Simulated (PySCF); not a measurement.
## Cs (caesium, neutral): LDA calculation

Configuration: [Xe] 5d1, 2D determinant (an excited configuration). All numbers are calculated (PySCF 2.14, scalar relativity through the core potential, in def2-TZVPPD with the def2 core potential (46 electrons) (5s4p3d1f, 39 functions)).

```
Total energy                                                  : -20.0117 hartree
One-electron energy                                           : -32.8691 hartree
Hartree (Coulomb) energy                                      : 15.9274 hartree
Exchange-correlation energy                                   : -3.0700 hartree
⟨S²⟩                                                          : 0.7501
⟨L²⟩                                                          : 6.001
Sum of ⟨r⟩                                                    : 22.68 bohr
Sum of ⟨r²⟩                                                   : 87.38 bohr²
Traceless quadrupole moment −½Σ⟨3z² − r²⟩ along its main axis : 14.2 e·bohr²
```

| shell | electrons | mean orbital energy (hartree) | spread (hartree) | rms radius, mean of both spins (bohr) |
| --- | --- | --- | --- | --- |
| 5s α | 1 | -0.99488 | 0 | 1.87 |
| 5s β | 1 | -0.99237 | 0 | 1.87 |
| 5p α | 3 | -0.50325 | 0.00416 | 2.26 |
| 5p β | 3 | -0.49913 | 0.00807 | 2.26 |
| 5d α | 1 | -0.03242 | 0 | 7.05 |

Energies and moments cover only the electrons outside the core potential. Spin-orbit coupling, absent here, splits the open shell strongly.
